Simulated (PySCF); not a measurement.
Computed shifts of a molecule C₂H₈FNSi, PBE0/pcSseg-1 run with PySCF, GIAO, gas phase, atoms alike by connectivity averaged where their shifts nearly agree, in ppm (number of nuclei): ¹³C: -0.4 (2). ²⁹Si: 12.7 (1). ¹⁵N: 37.7 (1). ¹⁹F: -146.6 (1). ¹H: 1.17 (2), 0.42 (6). References: ¹³C against TMS (σ = 186.3 ppm); ²⁹Si against TMS (σ = 352.7 ppm); ¹⁵N against NH3 (σ = 267.4 ppm); ¹⁹F against CFCl3 (σ = 167.2 ppm); ¹H against TMS (σ = 31.56 ppm), references at their B3LYP-D3(BJ)/def2-TZVP geometries, non-relativistic. Geometry optimised at ωB97X-D3(BJ)/def2-SVP. The values are those of a single conformer.

**Question.** Which molecule gave these data?
A) C[Si@H](N)CF
B) CN[Si@H](C)F
C) C[Si](C)(N)F
D) CN(C)[SiH2]F

**Answer.** C, C[Si](C)(N)F
